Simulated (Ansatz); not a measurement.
Si₅H₃⁺: single points at one geometry.

```yaml
crystal:
  periodic: [false, false, false]
  atoms:
    - {symbol: Si, position_ang: [0.309678, -1.138344, -0.608805]}
    - {symbol: Si, position_ang: [-0.564743, 2.796265, -0.187785]}
    - {symbol: Si, position_ang: [-0.439132, -1.242154, 1.479757]}
    - {symbol: Si, position_ang: [0.274105, 0.848888, 0.960691]}
    - {symbol: Si, position_ang: [-0.975072, 0.737616, -1.265678]}
    - {symbol: H, position_ang: [0.325332, 2.001680, -1.396724]}
    - {symbol: H, position_ang: [1.213653, -1.821611, -1.594478]}
    - {symbol: H, position_ang: [-0.143811, -2.182340, 2.613033]}
basis:
  gaussian: {orbitals: def2-TZVP, initial_orbitals: start.molden}
total_charge: 1
hamiltonian: {xc: {name: B2PLYP}}
scf: {omitted_lower_state_checks: [starts]}
```

The file start.molden holds the orbitals of an earlier run on this structure, at another level or in another basis.

```sh
$ ansatz run in.yaml --threads 4 --pin off --events-out ev --progress --plain --max-ram 4787MiB
```

Output, abridged:

```
Functional definition: B2PLYP
1256 factors; integrals over basis functions are off by at most 8.4e-4 eV
mean field evaluation 1: about -39405.2683 eV, gradient 1.3e1 eV
mean field evaluation 2: about -39405.4235 eV, gradient 2.6e-1 eV
mean field evaluation 4: about -39405.8923 eV, gradient 1.0e-2 eV
mean field evaluation 8: about -39405.8924 eV, gradient 2.0e-6 eV
mean field -39405.89243382 eV, -1448.1398366695 hartree, gradient 2.2e-6 eV, S^2 0.000000; 0 other end points of the search recorded, 0 dependent functions left out
25 core orbitals not correlated: weight in the atoms' cores, before any rotation towards them, 1.000 or more for the frozen orbitals, at most 0.000 for the correlated occupied ones
reference -39405.89260942 eV, -1448.1398431228 hartree; 11, 11 occupied and 167, 167 virtual orbitals, 1256 factors
second order -19.24456510 eV of doubles, -0.00000000 eV of singles
Total energy: -39411.08864200 eV, -1448.3307937980 hartree
Checks for a lower state left out: starts
```

Run time 6 s (4 threads of Arm Neoverse V2 on a shared host).

As the first input, with `hamiltonian: {xc: pbe0, dispersion: d4}`, `output: {orbitals: {seedname: orbitals}}` (abridged; 3.8 s):

```
Functional definition: PBE0
mean field -39411.47053326 eV, -1448.3448280431 hartree, gradient 2.8e-5 eV, S^2 0.000000
Total energy: -39411.80566328 eV, -1448.3571438442 hartree
Checks for a lower state left out: starts
```

As the first input, with `hamiltonian: {xc: {name: B3LYP}, dispersion: d4}`, `output: {orbitals: {seedname: orbitals}}` (abridged; 3.3 s):

```
Functional definition: B3LYP
mean field -39430.03512290 eV, -1449.0270641290 hartree, gradient 1.5e-5 eV, S^2 0.000000
Total energy: -39430.68623089 eV, -1449.0509919060 hartree
Checks for a lower state left out: starts
```

First input, but with `hamiltonian: {xc: pbe, dispersion: d4}`, `output: {forces: true, orbitals: {seedname: orbitals}}` (abridged; 2.5 s):

```
Functional definition: PBE
mean field -39408.30346166 eV, -1448.2284403084 hartree, gradient 1.6e-5 eV, S^2 0.000000
Total energy: -39408.69379159 eV, -1448.2427846687 hartree
Atom 0 force    -0.030663     0.035480     0.072039 eV/Å
Atom 1 force     0.048178    -0.158911    -0.069748 eV/Å
Atom 2 force     0.099553     0.018680    -0.110998 eV/Å
Atom 3 force    -0.093398    -0.060946    -0.093525 eV/Å
Atom 4 force     0.122922     0.030532     0.149437 eV/Å
Atom 5 force    -0.058337     0.000824     0.056150 eV/Å
Atom 6 force    -0.073149     0.058778     0.082822 eV/Å
Atom 7 force    -0.015106     0.075563    -0.086178 eV/Å
Dipole moment:     0.012538    -0.200767     0.046222 e Å
Checks for a lower state left out: starts
```

As the first input, with `gaussian: {orbitals: def2-TZVPP, initial_orbitals: start.molden}`, `correlation: {method: ccsd_t}`, `output: {orbitals: {seedname: orbitals}}` and without the key `hamiltonian` (abridged; 66 s):

```
Functional definition: HF
mean field evaluation 16: about -39340.7083 eV, gradient 3.6e0 eV
mean field -39349.20275588 eV, -1446.0565294311 hartree, gradient 3.3e-6 eV, S^2 0.000000; unrestricted orbitals would lower it
25 core orbitals not correlated: weight in the atoms' cores, before any rotation towards them, 1.000 or more for the frozen orbitals, at most 0.000 for the correlated occupied ones
second order -15.21625000 eV of doubles, -0.00000000 eV of singles
cycle   1  -15.55616971 eV  change   -3.4e-1 eV  update   1.5e-1
cycle   2  -16.17129888 eV  change   -6.2e-1 eV  update   4.9e-2
cycle   3  -16.32277573 eV  change   -1.5e-1 eV  update   2.5e-2
cycle   4  -16.31376467 eV  change    9.0e-3 eV  update   6.9e-3
cycle   5  -16.31240689 eV  change    1.4e-3 eV  update   3.8e-3
cycle   6  -16.31201146 eV  change    4.0e-4 eV  update   1.4e-3
cycle   7  -16.31131885 eV  change    6.9e-4 eV  update   7.2e-4
cycle   8  -16.31155190 eV  change   -2.3e-4 eV  update   3.0e-4
cycle   9  -16.31170879 eV  change   -1.6e-4 eV  update   1.3e-4
cycle  10  -16.31162831 eV  change    8.0e-5 eV  update   6.5e-5
cycle  11  -16.31162681 eV  change    1.5e-6 eV  update   3.1e-5
cycle  12  -16.31162911 eV  change   -2.3e-6 eV  update   1.6e-5
perturbative correction -1.25637406 eV, -0.0461708950 hartree
Total energy: -39366.77075905 eV, -1446.7021416393 hartree
Checks for a lower state left out: starts
```

First input, but with `hamiltonian: {xc: r2scan, dispersion: d4}`, `output: {orbitals: {seedname: orbitals}}` (abridged; 4.8 s):

```
Functional definition: r2SCAN
mean field -39424.32082017 eV, -1448.8170673766 hartree, gradient 1.6e-5 eV, S^2 0.000000
Total energy: -39424.40156546 eV, -1448.8200347117 hartree
Checks for a lower state left out: starts
```

Geometry: PBE-D4/def2-SVP.

B3LYP takes the VWN-RPA correlation. Correlated methods freeze 25 core orbitals. The restricted singlet is unstable towards broken spin symmetry in Hartree–Fock (as tested in another run); at B2PLYP/def2-TZVP, PBE0-D4/def2-TZVP, B3LYP-D4/def2-TZVP, PBE-D4/def2-TZVP and others this wasn't settled. At CCSD(T)/def2-TZVPP T1 of the charge 1 singlet is large (up to 0.021), so the single-reference result is doubtful. At CCSD(T)/def2-TZVPP the restricted singlet (for correlated methods, its reference) is unstable: a solution with broken spin symmetry lies lower. Another isomer (singlet) lies 0.37 eV lower at PBE0-D4/def2-TZVP; other spin states weren't run for this one.
